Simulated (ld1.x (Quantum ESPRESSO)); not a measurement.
# PBE RRKJ dataset for Ir (Z = 77), fully relativistic all-electron reference.

iridium, norm-conserving RRKJ (Kleinman–Bylander form), made with ld1.x (Quantum ESPRESSO) 7.5 (PBE, fully relativistic). Core [Xe] 4f14, reference 5d7 6s2 6p0. Waves: 6p (bound, empty): rc 4.88 bohr; 5d (bound): rc 2.90 bohr; 6s (bound): rc 2.50 bohr. Local part: the s channel. Core correction: none. rho0 = 0.02.

Open shells are filled in proportion to 2j + 1 (rel_dist='average').

Poles of the logarithmic derivatives, all-electron (AE) and pseudo (PS). s: poles at -0.4, 1.2, 3.8 (AE) and -0.4, 1.2, 3.5 (PS) Ry. p1/2: poles at 0.1, 1.7, 4.4 (AE) and 0.1, 1.6, 4.3 (PS) Ry. p3/2: poles at 0.2, 1.9, 4.7 (AE) and 0.2, 1.7, 4.2 (PS) Ry. d3/2: poles at -0.6, 0.9, 2.9 (AE) and -0.6, 1.0, 3.3 (PS) Ry. d5/2: poles at 1.0, 3.0 (AE) and 1.0, 3.3 (PS) Ry. Test radius 5.27 bohr.

- Cutoffs needed: 21 Ry and 30 Ry (the cutoffs (Ry, on a coarse ladder) from which the occupation-weighted sum of valence levels, in a spherical-Bessel basis at the reference potential, stays within 10 and 1 mRy of its value at 400 Ry)
- Ghost test: no extra level below or beside the all-electron valence levels (p1/2, p3/2, d3/2, d5/2, s, f tested) (spherical-Bessel basis up to 400 Ry, 20 bohr box)
- Largest excitation error: -75 meV (all-electron minus pseudo) for 5d6 6s0 6p0, out of 7 test configurations
